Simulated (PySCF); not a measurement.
Al(OH)4 (AlH4O4), SMILES [OH][Al-]([OH])([OH])[OH], charge -1. Atoms are numbered in the order given.

```xyz
9

Al     0.0000     0.0000     0.0000
O     -1.5062    -0.2618    -0.9329
H     -1.6939    -1.1878    -1.1061
O     -0.2618     1.5062     0.9329
H     -1.1878     1.6939     1.1061
O      0.2618    -1.5062     0.9329
H      1.1878    -1.6939     1.1061
O      1.5062     0.2618    -0.9329
H      1.6939     1.1878    -1.1061
```
Charge -1, spin multiplicity 1.

The structure is a stationary point at B3LYP-D3(BJ)/def2-SVPD. The isomer is the one that the SMILES or the coordinates give; other isomers of the formula were not compared. The values are those of a single conformer.

Computed with B3LYP-D3(BJ)/def2-SVPD run with PySCF.

Frequencies are harmonic and unscaled.

Modes within 1.5 cm⁻¹ of each other (mostly degenerate sets) share a row, with their intensities summed.

Task: Estimate the vibrational spectrum. (The exact figures need the calculation; the answer reports its results.)

Result: 
```
mode   ν (cm⁻¹)  IR (km/mol)  moving atoms (share of kinetic energy)
-----  --------  -----------  --------------------------------------
1            89        115.6                          O 52 %, H 47 %
2           154          0.0                          H 53 %, O 47 %
3           196          0.0                          O 53 %, H 47 %
4–5         211          1.1                  H 69 %, O 22 %, Al 8 %
6           264          3.0                 O 45 %, H 41 %, Al 13 %
7–8         281        145.5                 O 48 %, H 41 %, Al 12 %
9           331        151.5                 O 62 %, H 27 %, Al 11 %
10          588          0.0                                  O 93 %
11–12       680        317.3                 H 45 %, O 44 %, Al 11 %
13          683          0.0                          H 89 %, O 11 %
14          692        291.0                         O 56 %, Al 40 %
15          713         39.8                          H 83 %, O 11 %
16–17       784        514.5                 Al 41 %, H 37 %, O 22 %
18–21      3904         39.4                                  H 94 %
```
